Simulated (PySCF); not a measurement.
# Radial density of K (potassium, neutral)

MN15, [Ar] 4p1, 2P determinant (an excited configuration). All numbers are calculated (PySCF 2.14, the spin-free X2C one-electron Hamiltonian (Gaussian nucleus), in aug-cc-pVDZ-X2C).

| r (bohr) | 4πr²ρ (e/bohr) | 4πr²(ρα − ρβ) |
| --- | --- | --- |
| 0.00105 | 0.07768 | 0.0000 |
| 0.00177 | 0.2033 | 0.0000 |
| 0.00298 | 0.5273 | 0.0000 |
| 0.00501 | 1.331 | 0.0000 |
| 0.00843 | 3.199 | 0.0000 |
| 0.0142 | 7.070 | 0.0000 |
| 0.0238 | 13.58 | 0.0000 |
| 0.0401 | 20.57 | 0.0000 |
| 0.0675 | 21.55 | 0.0003 |
| 0.113 | 16.23 | 0.0012 |
| 0.191 | 19.21 | 0.0022 |
| 0.321 | 21.70 | 0.0009 |
| 0.540 | 8.160 | 0.0007 |
| 0.908 | 6.089 | 0.0071 |
| 1.53 | 4.945 | 0.0014 |
| 2.57 | 0.7386 | 0.0203 |
| 4.32 | 0.1394 | 0.1304 |
| 7.27 | 0.1124 | 0.1124 |
| 12.2 | 0.03087 | 0.0309 |
| 20.6 | 0.005154 | 0.0052 |

Densities and radii are taken from the X2C orbitals without a picture-change correction, which distorts them close to the nucleus.
